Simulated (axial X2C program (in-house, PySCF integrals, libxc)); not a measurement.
**BI: cheaper levels and CCSD(T), 2c**

All values were computed with an in-house relativistic program for diatomic molecules. Two-component (2c) means X2C with spin–orbit coupling and atomic mean-field two-electron Coulomb and Gaunt terms. Basis: I dyall-cv3z [11s12p8d4f1g], B dyall-v3z [7s6p2d1f] (cores contracted in-house); Gaussian nuclei, density fitting, unrestricted open shells. Masses: I 126.904 u, B 11.009 u.

State: Ω = 0 (closed shell); fragments I + B.

```json
{"level": "PBE0", "Re (Å)": "2.137", "ωe (cm⁻¹)": "576.9", "De (eV)": "3.49"}
{"level": "HF", "Re (Å)": "2.158", "ωe (cm⁻¹)": "563.3", "De (eV)": "1.88"}
{"level": "MP2", "Re (Å)": "2.125", "ωe (cm⁻¹)": "591.0", "De (eV)": "3.37"}
{"level": "CCSD", "Re (Å)": "2.140", "ωe (cm⁻¹)": "576.8", "De (eV)": "3.12"}
{"level": "PBE50", "Re (Å)": "2.126", "ωe (cm⁻¹)": "590.3", "De (eV)": "n/a"}
```

Correlated methods: 10 electrons correlated (number of frozen shells: I 4 s, 3 p, 2 d; B 1 s), 224 virtual spin orbitals or spinors in MP2, 90 natural virtuals in coupled cluster.

CCSD(T), same Hamiltonian and basis:

Re = 2.141 Å, ωe = 575.3 cm⁻¹, De = 3.30 eV; T1 = 0.021 (Lee–Taylor normalisation).

**Question.** Give the differences from CCSD(T) in the columns below.

**Answer.** 

```
level  ΔRe (Å)  Δωe (cm⁻¹)  ΔDe (eV)
 PBE0   -0.004           2      0.19
   HF    0.017         -12     -1.42
  MP2   -0.016          16      0.07
 CCSD   -0.001           2     -0.18
PBE50   -0.015          15       n/a
```

The state is one determinant whose occupation by symmetry is held fixed; it was picked as the lowest of a PBE0 search that is not exhaustive. The closed shell is kept restricted, so the energy runs too high when the bond is stretched far. Dissociation energies refer to the lowest single-determinant-based atoms at the same level and basis. De is not given where an atomic determinant may have missed its ground term or J level, or where the truncated virtual space spoils (T). CCSD and (T) use frozen natural virtuals with an MP2 correction for the truncation; (T) itself is uncorrected, so its De runs slightly low. The 2c atoms are single determinants rather than J levels; their spin–orbit lowering is only partly caught, and De is too large by that part. This holds for PBE0. The functionals have no current-density term, which raises determinants with orbital currents, atoms included.
